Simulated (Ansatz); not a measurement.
Stepwise reaction of `O[SiH2]O[SiH](O)O` with hydrogen fluoride, as a gas-phase model of exchange steps in deposition or etching. ΔE in kJ/mol.

Computed with Ansatz on PBE0-D4/def2-TZVP structures; ΔE is electronic, products minus reactants. CCSD(T)/CBS adds triple-zeta CCSD(T) − MP2 to the extrapolated MP2 energy (def2 sets, frozen cores). This one scheme is used for every species. DFT in def2-TZVPP. B3LYP here is the variant with VWN-RPA as its local correlation; programs differ in this. Each species was taken in one conformer, which may not be the lowest.

| step | reaction | PBE-D4 | B3LYP-D4 | ωB97M-V | CCSD(T)/CBS |
| --- | --- | --- | --- | --- | --- |
| 2 | `O[SiH](O)O[SiH](O)F` + H–F → `O[SiH](O)O[Si](O)(F)F` + H₂ | -130.0 | -139.6 | -139.9 | -137.4 |

Q: Give the row of step 1, `O[SiH2]O[SiH](O)O` + H–F → `O[SiH](O)O[SiH](O)F` + H₂. (Estimate.)

A: Computed: 
| step | reaction | PBE-D4 | B3LYP-D4 | ωB97M-V | CCSD(T)/CBS |
| --- | --- | --- | --- | --- | --- |
| 1 | `O[SiH2]O[SiH](O)O` + H–F → `O[SiH](O)O[SiH](O)F` + H₂ | -138.4 | -147.1 | -147.8 | -143.6 |

Q: By hand: ΔE of the 2 steps together at CCSD(T)/CBS.

A: (-143.6) + (-137.4) = -281.0 kJ/mol, or -140.5 kJ/mol a step.

In ΔE each step is higher than the one before. All are downhill at CCSD(T)/CBS. PBE-D4 differs from CCSD(T)/CBS by 5.2 to 7.4 kJ/mol a step. Isolated molecules leave out the surface, adducts and barriers. Largest T1 diagnostic: 0.012.
